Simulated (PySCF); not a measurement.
Compound: C7H9F3S.
SMILES with atom numbers: `[CH3:1][C@@H:2]1[CH2:3][C:4](=[S:5])[CH2:6][C@@H:7]1[C:8]([F:9])([F:10])[F:11]`

Cartesian coordinates in Å at the PBE0-D3(BJ)/def2-SVP level; atoms count from 1:
```xyz
20
C7H9F3S angstrom
C     -1.4573   -1.0585   -0.3638
C     -0.8174   -0.0292    0.5611
C     -1.0776    1.4015    0.0719
C      0.0220    1.7005   -0.9148
S      0.0113    2.8625   -2.0420
C      1.1432    0.7196   -0.6703
C      0.7268   -0.0437    0.5883
C      1.3854   -1.3922    0.7348
F      2.6983   -1.2570    0.9542
F      1.2508   -2.1558   -0.3569
F      0.8727   -2.0748    1.7646
H     -1.0976   -0.9652   -1.4003
H     -2.5476   -0.9124   -0.3791
H     -1.2612   -2.0871   -0.0314
H     -1.2083   -0.1781    1.5790
H     -2.0762    1.5727   -0.3539
H     -0.9603    2.1177    0.9066
H      1.2071    0.0419   -1.5389
H      2.1184    1.2217   -0.5991
H      1.0508    0.5240    1.4763
```

NICS = −σ at a ghost point: NICS(0) at the centroid of the ring atoms, NICS(1) 1 Å to either side along the normal of their mean plane, zz for the tensor component along that normal. Level: GIAO PBE0/pcSseg-1 (PySCF, non-relativistic, gas phase) on the PBE0-D3(BJ)/def2-SVP geometry, one conformer.

Ring bond lengths (Å), with Mayer bond orders in brackets: C2–C3 1.534 (1.01), C3–C4 1.507 (0.96), C4–C6 1.510 (0.96), C6–C7 1.530 (0.96), C7–C2 1.544 (0.96).

**Question.** What do the NICS probes read (ppm)?

**Answer.** 
```json
{"ring": "C2–C3–C4–C6–C7", "type": "5-membered carbocycle; formal bonds all single", "NICS(0)": "1.1", "NICS(1), two faces": "-2.5 / -3.1", "NICS(1)zz, two faces": "-2.0 / -3.6", "rms pucker (Å)": "0.18", "centre to ring atoms, mean (Å)": "1.28"}
```

**Question.** What can be read from them?

**Answer.** 
- C2–C3–C4–C6–C7: mean NICS(1)zz -2.8 ppm, near zero. C2, C3, C6, C7 have four or more neighbours, and the NICS criterion for π rings isn't applied. A hydrogen on C7, outside the ring, lies only 1.38 Å from a NICS(1) probe, which then mostly feels that atom.

**Question.** What are the shieldings of the ring atoms and their hydrogens in the same run (means over atoms taken as equivalent)?

**Answer.** 
| atoms | environment | σ isotropic (ppm) |
| --- | --- | --- |
| C2 | sp3 CH carbon | 148.2 |
| C3 | ring CH2 carbon | 120.0 |
| C4 | thiocarbonyl carbon | -94.2 |
| C6 | ring CH2 carbon | 133.7 |
| C7 | sp3 CH carbon | 135.4 |
| H15 | methine hydrogen | 28.77 |
| H16 | methylene hydrogen | 28.53 |
| H17 | methylene hydrogen | 28.27 |
| H18 | methylene hydrogen | 28.23 |
| H19 | methylene hydrogen | 28.19 |
| H20 | methine hydrogen | 28.49 |

**Question.** How do the values depend on the level or the medium?

**Answer.** 
| level | NICS(0), C2–C3–C4–C6–C7 | mean NICS(1)zz, C2–C3–C4–C6–C7 |
| --- | --- | --- |
| PBE0/pcSseg-1, gas | 1.1 | -2.8 |
| wB97X-D/pcSseg-2, gas | 1.4 | -2.3 |

The geometry is the same throughout.
